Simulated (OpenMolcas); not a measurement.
Ni2+ (d8) in a complex was computed by CASSCF with the d shell active (OpenMolcas, ANO-RCC-VDZP on the metal). Its lowest spin-free states, and all those of the highest spin:

```json
{"2S+1": "3", "Degeneracy": "1", "E (cm-1)": "0.0"}
{"2S+1": "3", "Degeneracy": "2", "E (cm-1)": "2721"}
{"2S+1": "3", "Degeneracy": "1", "E (cm-1)": "5605"}
{"2S+1": "3", "Degeneracy": "1", "E (cm-1)": "6377"}
{"2S+1": "3", "Degeneracy": "2", "E (cm-1)": "7313"}
{"2S+1": "1", "Degeneracy": "1", "E (cm-1)": "15741"}
{"2S+1": "1", "Degeneracy": "1", "E (cm-1)": "17232"}
{"2S+1": "1", "Degeneracy": "2", "E (cm-1)": "19463"}
{"2S+1": "3", "Degeneracy": "1", "E (cm-1)": "21696"}
{"2S+1": "1", "Degeneracy": "1", "E (cm-1)": "21988"}
{"2S+1": "1", "Degeneracy": "1", "E (cm-1)": "24570"}
{"2S+1": "3", "Degeneracy": "2", "E (cm-1)": "24736"}
```

Is the site octahedral, tetrahedral or cube-like, axial, or of lower symmetry?

The states with 2S+1 = 3 have orbital degeneracies 1, 2, 1, 1, 2, 1, 2. There are pairs but no triples, so the site is axial: not cubic, but with a proper or improper axis of order three or more. The run had Ni2+ with 5 ligands (chloride, bromide on the axis) in square pyramidal coordination (C4v) at 2.33 Å, the axial distance 2.477 Å. A charge of +0.6 e stands 2.6 Å behind each ligand. Ligand basis ANO-RCC-VDZP.

Without dynamic correlation the repulsion within the d shell is too large (B by tens of per cent), so at a given field states of lower spin stand too high. Ligand-to-metal charge-transfer states are missing. With no ligand orbital active B as a rule stays too high, so bands that hang on it stand too high and its fall with covalency is understated. With metal d orbitals alone and no dynamic correlation the field as a rule comes out too small, by tens of per cent, by up to half for chloride and softer ligands, and the orbital part of g and χT, which goes as 1/10Dq, too large. The distance lies 3 % under the 2.39 Å that this model takes as the normal distance (a Shannon-type radius plus a fixed donor radius); by an R⁻⁵ law this alone changes a d-shell field by about +14 %. No measured value stands beside these numbers; the geometry is a model, was not optimised and need not be the one that this ion takes.
